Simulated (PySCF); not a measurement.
Dipole moment and polarisability of `Fc1coc([SiH2]O[SiH3])c1`

Species: C₄H₇FO₂Si₂.
Cartesian coordinates in Å at the PBE0-D3(BJ)/def2-SVP level; atoms count from 1:
```xyz
16
C4H7FO2Si2 angstrom
F     -3.5519    1.2159   -0.7943
C     -2.5133    0.6973   -0.1651
C     -2.0320    1.0791    1.0542
O     -0.9647    0.3198    1.3572
C     -0.7467   -0.5596    0.3391
Si     0.7227   -1.7028    0.4550
O      2.1268   -0.8240    0.4529
Si     2.7179    0.7251    0.3525
C     -1.6907   -0.3589   -0.6383
H     -2.3399    1.8353    1.7702
H      0.6709   -2.4976    1.7125
H      0.6615   -2.5935   -0.7371
H      1.7489    1.6044   -0.3695
H      2.9503    1.2711    1.7215
H      4.0083    0.6892   -0.3921
H     -1.7866   -0.8946   -1.5802
```

Level: B3LYP/def2-SVPD (PySCF), static field, nuclei fixed, core orbitals frozen in the response. The polarisability tensor in these axes (au):

```
x   116.10 -13.28   5.62
y   -13.28 101.35   5.52
z     5.62   5.52  93.24
```

Task: Give the principal values, the mean and the anisotropy Δα = √{½[(α1 − α2)² + (α2 − α3)² + (α1 − α3)²]}.

Result: Principal values 85.73, 100.91 and 124.06 au; mean 103.57 au = 15.35 Å³ = 17.08 × 10⁻⁴⁰ C²·m²/J; Δα = 33.44 au (32 % of the mean).

Task: What is the dipole moment?

Result: 0.03 D at this geometry.

Task: Directions of the eigenvectors, and the extent of the frame along each?

Result: Largest value along (0.87, -0.49, 0.07), where the nuclei span 6.85 Å; middle along (0.31, 0.65, 0.69), 5.17 Å; least along (-0.39, -0.58, 0.72), 4.65 Å. The response follows the extents in order.

Task: What molar refraction does this α imply?

Result: Lorentz–Lorenz: R = (4π/3)N_A α = 2.5225 cm³/(mol·Å³) × 15.35 Å³ = 38.7 cm³/mol, in the limit of long wavelengths.

Task: Sum over states: ᾱ = Σ f/ω², ω in Eh. What share falls to these 6 lowest TDDFT singlets (eV, f)? 5.37, 0.2184; 6.19, 0.0149; 6.33, 0.0654; 6.35, 0.0143; 6.44, 0.0058; 6.59, 0.0044.

Result: They add up to 7.53 au, 7.3 % of the 103.57 au; the largest single term is 5.60 au, from the state at 5.37 eV. Terms in order: 5.60, 0.29, 1.21, 0.26, 0.10, 0.08 au. Higher excitations give the rest. The strengths listed sum to 0.323.

Task: Find the Langevin capture rate constant for NO+ (29.998 u) meeting this molecule (161.997 u), k = 2.342 × 10⁻⁹ cm³/s × √(α in Å³ / reduced mass in u).

Result: The reduced mass is 25.31 u, so k = 1.82 × 10⁻⁹ cm³/s.

Task: What would n − 1 = 2πNα be for an ideal gas of these molecules at 500 K and 1 atm, electronic part alone?

Result: N = p/kT = 1.4678 × 10¹⁹ cm⁻³, so n − 1 = 2π × N × 15.35 × 10⁻²⁴ cm³ = 1415 × 10⁻⁶ at long wavelengths, for an ideal gas.

Isolated species at its PBE0-D3(BJ)/def2-SVP geometry (one conformer only).
